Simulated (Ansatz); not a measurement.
The same path of Cl₂F₂H₄NOTa (11 atoms, charge 0, multiplicity 1) was run twice with different band settings. Lost on the way: Ta1–Cl2. Made: Cl2–H11.

Level of theory: Ansatz 0.2.0, RKS LDA/def2-SVP.

Relaxed end points:

```xyz
11
Properties=species:S:1:pos:R:3
Ta -0.158 0.014 -0.121
Cl 2.271 -0.500 -0.189
O 0.046 0.090 1.739
H 0.483 0.065 2.606
F -0.014 -0.187 -1.989
Cl -1.892 1.530 -0.256
N -1.016 -1.725 -0.060
H -1.291 -2.228 0.792
H -1.269 -2.244 -0.912
F 1.100 1.876 -0.421
H 1.907 1.264 -0.413
```

```xyz
11
Properties=species:S:1:pos:R:3
Ta -0.620 0.199 -0.319
Cl 3.027 0.462 1.294
O 0.124 0.161 1.393
H 1.041 0.179 1.791
F -0.829 0.049 -2.189
Cl -2.426 1.559 0.060
N -1.122 -1.671 -0.202
H -1.034 -2.242 0.647
H -1.486 -2.197 -1.007
F 1.168 0.774 -0.854
H 2.323 0.683 0.161
```

Common settings: spring 5.0 eV/Å²; optimiser quadratic models (default); start path through a guess of the saddle point; force threshold 0.03 eV/Å; iteration limit 60; end points relaxed.

| run | movable images | climbing image |
| --- | --- | --- |
| 1 | 5 | yes |
| 2 | 4 | no |

(1) What does each run give, and how far can it be trusted?

Answers

(1) Run 1: converged after 17 iterations, highest image 0.202 eV above the first end. A vibrational analysis at the climbing image gives one clearly imaginary mode, 63i cm⁻¹: a first-order saddle point.
Run 2: converged after 18 iterations, highest image 0.202 eV above the first end. No image climbed, so the highest image needn't sit at the top of the path.
The orbitals stay closed-shell, which can raise the energy where a bond breaks towards radicals; this wasn't checked here.
